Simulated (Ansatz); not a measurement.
ZrSi6. The state is a triplet with charge 0. Geometry B3LYP-D4/def2-SVPD, that of the charge -1 doublet; atoms count from 1.

Cartesian coordinates in Å:
```
Zr -0.5398 -0.2866 -1.5874
Si 0.6591 0.5226 1.3350
Si 1.8351 0.5182 -0.9691
Si 1.2396 -1.7205 -0.0538
Si -0.3688 2.0488 -0.4881
Si -1.9526 0.5130 0.6503
Si -0.8726 -1.5954 1.1132
```

In the def2 sets Zr takes a core potential; there is no spin–orbit coupling. At PBE0-D4/def2-TZVPD a singlet of charge 0 lies 0.13 eV below the triplet at the same geometry. The structure comes from a short search, and lower isomers may exist.

Estimate the Mulliken populations from the PBE0/def2-TZVPD orbitals of Ansatz.


| atom | charge (e) | spin (α − β) | d electrons |
| --- | --- | --- | --- |
| Zr1 | 0.54 | 0.97 | 2.53 |
| Si2 | 0.17 | -0.05 | – |
| Si3 | -0.16 | 0.36 | – |
| Si4 | -0.18 | 0.08 | – |
| Si5 | -0.16 | 0.34 | – |
| Si6 | -0.18 | 0.08 | – |
| Si7 | -0.03 | 0.24 | – |
Mulliken values depend strongly on the basis. With diffuse functions, as here, like atoms can get unlike values, and bond orders can come out too low or too high.

Where does the spin sit?

Summed by element: Zr 0.97, Si 1.03, of 2 unpaired in all. Largest on single atoms: Zr1 0.97, Si3 0.36, Si5 0.34.

And the Mayer bond orders between heavy atoms (over 0.3)?

Zr1–Si2 0.40 (3.26 Å); Zr1–Si3 0.97 (2.58 Å); Zr1–Si4 0.80 (2.75 Å); Zr1–Si5 0.97 (2.59 Å); Zr1–Si6 0.78 (2.76 Å); Zr1–Si7 0.50 (3.02 Å); Si2–Si3 0.54 (2.59 Å); Si2–Si4 0.40 (2.70 Å); Si2–Si5 0.54 (2.59 Å); Si2–Si6 0.40 (2.70 Å); Si2–Si7 0.50 (2.62 Å); Si3–Si4 0.61 (2.49 Å); Si3–Si5 0.40 (2.73 Å); Si4–Si7 0.80 (2.42 Å); Si5–Si6 0.63 (2.48 Å); Si6–Si7 0.79 (2.41 Å).
